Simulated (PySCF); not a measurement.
A geometry optimisation, step by step.

Compound: ReO4 (charge -1 and singlet state).
Bonds: O1–Re2 (double), Re2–O3 (double), Re2–O4 (double), Re2–O5.
Bond orders are those of one Lewis drawing.

Method: PBE0-D3(BJ)/def2-SVP geometry optimisation, gas phase, def2 core potentials past Kr (PySCF 2.14.0); density fitting, grid level 1; the optimiser is geomeTRIC in internal coordinates, started from a GFN2-xTB structure with every atom displaced at random (about 0.01 Å). The frame can shift and turn from step to step; on so coarse a grid that alone can change the energy by a few meV, and forces under 0.02 eV/Å are noise.

Step 0: E = -10308.7692 eV, largest atomic force 3.846 eV/Å
```
atom  x, y, z in Å  |  force x, y, z in eV/Å
O1     -0.419   -1.325   -0.990   -0.699  -1.610  -1.189
Re2    -0.004   -0.004   -0.006    0.922   0.031  -1.551
O3     -0.287    1.453   -0.836   -0.355   1.728  -0.994
O4     -0.895   -0.024    1.407   -2.152  -0.082   3.186
O5      1.639   -0.134    0.387    2.284  -0.067   0.547
```

Step 1: E = -10308.8495 eV, largest atomic force 2.489 eV/Å
```
atom  x, y, z in Å  |  force x, y, z in eV/Å
O1     -0.283   -1.700   -1.375    0.480   1.237   0.781
Re2     0.191   -0.326   -0.391   -0.659   0.015   1.132
O3     -0.133    1.174   -1.246    0.344  -1.377   0.681
O4     -0.754   -0.345    1.116    1.310   0.040  -2.117
O5      1.897   -0.430    0.014   -1.474   0.086  -0.478
```

Step 2: E = -10308.9791 eV, largest atomic force 0.405 eV/Å
```
atom  x, y, z in Å  |  force x, y, z in eV/Å
O1     -0.271   -1.670   -1.357   -0.070  -0.230  -0.185
Re2     0.185   -0.326   -0.379   -0.192  -0.007   0.357
O3     -0.124    1.140   -1.231   -0.044   0.246  -0.168
O4     -0.736   -0.343    1.086    0.020   0.011  -0.039
O5      1.864   -0.429    0.000    0.286  -0.021   0.035
```

Step 3: E = -10308.9813 eV, largest atomic force 0.177 eV/Å
```
atom  x, y, z in Å  |  force x, y, z in eV/Å
O1     -0.274   -1.675   -1.357    0.003   0.043   0.051
Re2     0.183   -0.326   -0.374    0.080   0.003  -0.158
O3     -0.124    1.142   -1.237    0.005  -0.051   0.040
O4     -0.736   -0.338    1.088   -0.036   0.005   0.065
O5      1.870   -0.431   -0.002   -0.052   0.001   0.002
```

Step 4: E = -10308.9816 eV, largest atomic force under 0.02 eV/Å
```
atom  x, y, z in Å  |  force x, y, z in eV/Å
O1     -0.277   -1.676   -1.354   -0.002   0.004   0.008
Re2     0.184   -0.326   -0.376   -0.002   0.000   0.007
O3     -0.123    1.141   -1.238    0.004  -0.007  -0.001
O4     -0.735   -0.334    1.089    0.008   0.005  -0.009
O5      1.869   -0.432   -0.002   -0.008  -0.002  -0.005
```

Question: Summarise the path.

Answer: The energy falls by 20.50 kJ/mol from step 0 to step 4; nine tenths of that is first reached at step 2. It falls at every step. The largest force goes from 3.846 to under 0.02 eV/Å. Among the bonds Re2=O4 changes most, from 1.671 to 1.729 Å; the atoms move by 0.038 Å rms after alignment.

What follows is the cost of the whole optimisation. The run took 19 s of wall time on an Arm Neoverse V1 with one thread, on a shared host, and the process peaked at 0.37 GiB of memory.
